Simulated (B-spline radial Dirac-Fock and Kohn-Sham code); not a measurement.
**P⁺ in Watson spheres of different radius**

Calculated with a radial B-spline solver, using Dirac-Fock (average of configuration) total-energy differences with a finite nucleus, the Breit interaction including its frequency dependence, and self-energy and vacuum-polarisation corrections. The ion, [Ne] 3s2 3p2, sits in a hollow sphere of charge Q = -1, a simple model of the Madelung potential. Inside the sphere an electron's potential energy is raised by the constant 14.40·|Q|/R eV, so binding energies fall by about that much as long as the orbitals stay inside.

```
radius (Å)  14.40 |Q|/R (eV)  1s (eV)  2s (eV)  2p1/2 (eV)  2p3/2 (eV)  3s (eV)  3p (eV)
       1.8              8.00   2157.6    202.3       143.4       142.6    19.79    10.65
       2.2              6.55   2158.8    203.6       144.7       143.8    21.12    11.95
```

From the smallest to the largest radius 1s moves by +1.3 eV, while the constant potential alone would give +1.5 eV; the difference comes from charge outside the sphere and its screening.
